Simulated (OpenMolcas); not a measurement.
What dynamic correlation does to the levels of Ge III

```
Program             : OpenMolcas 26.06
Basis               : ANO-RCC-VQZP [7s6p4d2f1g]
Scalar Hamiltonian  : DKH2, point nucleus
Active space        : 2 electrons in 4 orbitals (4s 4p)
State averaging     : 2S+1 = 3 even, 3 roots; 2S+1 = 1 even, 7 roots; 2S+1 = 3 odd, 3 roots; 2S+1 = 1 odd, 3 roots
Spin-orbit coupling : state interaction with AMFI integrals over the reference wave functions, term energies averaged over their components
```

Methods on the same reference wave functions:
A. CASSCF
B. SS-CASPT2, IPEA 0.25 Eh, imaginary shift 0.1 Eh (closed shells correlated: 3d)
C. MS-CASPT2, IPEA 0.25 Eh, imaginary shift 0.1 Eh (closed shells correlated: 3d)

Energies in cm-1 above 4s2 1S0, the measured ground level; measured values from Sugar and Musgrove, J. Phys. Chem. Ref. Data 22, 1213 (1993).

```tsv
Level	A	B	C	Measured
4s2 1S0	0.0	0.0	0.0	0.0
4s 4p 3P* 0	57936	60599	60863	61734
4s 4p 3P* 1	58604	61261	61525	62500
4s 4p 3P* 2	59994	62656	62920	64144
4s 4p 1P* 1	98196	92080	92344	91873
4p2 3P0	144054	146971	147235	147685
4p2 3P1	144812	147763	148027	148640
4p2 3P2	146053	148694	148958	150372
4p2 1D2	156334	151299	151563	144975
4p2 1S0	179290	173093	173622	174114
```

Deviations, from unrounded energies. A percentage is the sum of absolute deviations over the sum of measured energies, with the sign that they share, or ± where signs differ.

| Against measurement | Levels | A | B | C |
| --- | --- | --- | --- | --- |
| mean absolute deviation (cm-1) | 9 | 5200 | 1600 | 1500 |
| other configurations (%) | 9 | ±4.4 | ±1.4 | ±1.3 |

C lies closest to measurement on these levels and A furthest from it. The largest miss of C in the table is 4p2 1D2, by +6600 cm-1. The ranking rests on the paired levels alone, and a cruder setting can come out closer through cancelling errors.

Between B and C the level of the table that moves most is 4p2 1S0, by 530 cm-1 (lowest in B, highest in C).

The lowest spin-free term lies below A's lowest term by 0.434 hartree in B, 0.436 hartree in C.

Over all roots computed the reference weight is 0.91 to 0.96 in B, 0.91 to 0.96 in C; the roots of lowest weight are the least certain, and an intruder state may touch them. The ¹D term of p² mixes with s d, which this space lacks. Some levels mix across a computed gap that differs much from the measured one, so their mixing is not that of the real levels (holds for B; C). Computed and measured levels are paired by configuration, term and J; levels that our copy of the source lacks, or whose pairing is in doubt (as where it misses far off the trend of its configuration), stay unpaired and out of the deviations. Levels of configurations outside the active space are missing.

* marks odd parity.
